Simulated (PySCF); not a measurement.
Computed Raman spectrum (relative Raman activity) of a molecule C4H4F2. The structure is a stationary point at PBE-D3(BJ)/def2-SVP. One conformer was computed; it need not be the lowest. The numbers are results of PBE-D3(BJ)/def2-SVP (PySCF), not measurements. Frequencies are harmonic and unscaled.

Lines under 2 % of the strongest are left out, and lines within 2 cm⁻¹ are merged.

| ν (cm⁻¹) | relative intensity |
|---|---|
| 660 | 2.5 |
| 795 | 2.1 |
| 843 | 4.9 |
| 916 | 5.7 |
| 1003 | 2.5 |
| 1060 | 4.5 |
| 1114 | 2.3 |
| 1351 | 4.4 |
| 1410 | 9.2 |
| 1695 | 9.1 |
| 2978 | 44 |
| 2985 | 100 |
| 3050 | 47 |
| 3168 | 61 |

Task: Which molecule gave these data?
(A) F[C@@H]1C=C[C@H]1F
(B) FC1(F)C=CC1
(C) C=C(F)C(=C)F
(D) FC1=CC[C@H]1F

Result: D, FC1=CC[C@H]1F
